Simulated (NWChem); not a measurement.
**Basis-set convergence for 1,1-difluoroethane (C$_{2}$H$_{4}$F$_{2}$)**

SMILES: CC(F)F
```xyz
8

C     -0.2798     1.3382     0.0000
C     -0.3190    -0.1616     0.0000
F      0.3185    -0.6456    -1.0922
F      0.3185    -0.6456     1.0922
H      0.7679     1.6712     0.0000
H     -0.7817     1.7315    -0.8945
H     -0.7817     1.7315     0.8945
H     -1.3451    -0.5725     0.0000
```
Charge 0, spin multiplicity 1.

Everything below was run with NWChem. Structure: optimised with PBE0/def2-SVP, a minimum by its harmonic frequencies.

Quantity: vertical ionisation energy at the level ΔPBE (Δ: difference of total energies, the cation a doublet at the parent's geometry with its hole in an orbital of symmetry a' (Cs labels); it is the state that the SCF runs reached, from PBE0 orbitals for Hartree-Fock references, and need not be the lowest).

The Pople sets run with spherical d functions. No SCF solution was tested for a lower state.

Costs are rough ratios of processor time within this set of runs, SCF included, with STO-3G as 1.

| basis | functions | vertical ionisation energy (eV) | relative cost |
|---|---|---|---|
| STO-3G | 24 | 8.04 | 1 |
| 6-31G* | 64 | 11.32 | under 3 |
| def2-SVP | 76 | 11.54 | under 3 |
| cc-pVDZ | 76 | 11.41 | under 3 |
| 6-31+G* | 80 | 11.76 | under 3 |
| 6-311G** | 96 | 11.58 | under 3 |
| cc-pVTZ | 176 | 11.62 | 20 |
| pcseg-2 | 176 | 11.73 | 10 |

Smallest basis within 0.05 eV of pcseg-2, the largest set run: 6-31+G*, with 80 functions against 176 and about 20 % of the time. pcseg-2 isn't the basis-set limit itself, and a small set can land close by cancellation.
